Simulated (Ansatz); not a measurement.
C3H6SiTe (`C#C[SiH2][Te]C`), relaxed with RKS PBE-D4/def2-SVP in Ansatz 0.2.0 from a rough embedded geometry. The force threshold is 0.03 eV/Å; the program also tests the step.

The species carries charge 0 and has multiplicity 1. Te takes the def2 core potential.

Start:

```xyz
11

C     1.993   -1.472   -0.786
C     0.865   -1.268   -0.750
Si   -0.907   -0.972   -0.712
Te   -1.626    0.026    1.421
C    -0.311    1.670    1.169
H     3.110   -1.627   -0.765
H    -1.279    0.010   -1.822
H    -1.650   -2.193   -0.992
H    -0.361    2.340    1.981
H     0.755    1.306    1.038
H    -0.590    2.179    0.219
```

How much energy does the relaxation release, and in how many steps? (Estimate.)

Ansatz gave: 59.67 kJ/mol, in 4 steps, 1 of them rejected.

Which bonds change most? (Best estimate.)

Ansatz gave: C1–C2 from 1.147 to 1.230 Å; Te4–C5 from 2.119 to 2.189 Å; C5–H9 from 1.055 to 1.105 Å; Si3–Te4 from 2.462 to 2.512 Å.

Give the relaxed structure. (Estimate.)

Ansatz gave: 
```xyz
11

C     2.070   -1.468   -0.769
C     0.853   -1.293   -0.796
Si   -0.957   -0.982   -0.782
Te   -1.649    0.027    1.412
C    -0.279    1.716    1.157
H     3.139   -1.638   -0.755
H    -1.280   -0.061   -1.927
H    -1.710   -2.272   -0.935
H    -0.343    2.317    2.083
H     0.748    1.331    1.022
H    -0.593    2.321    0.289
```
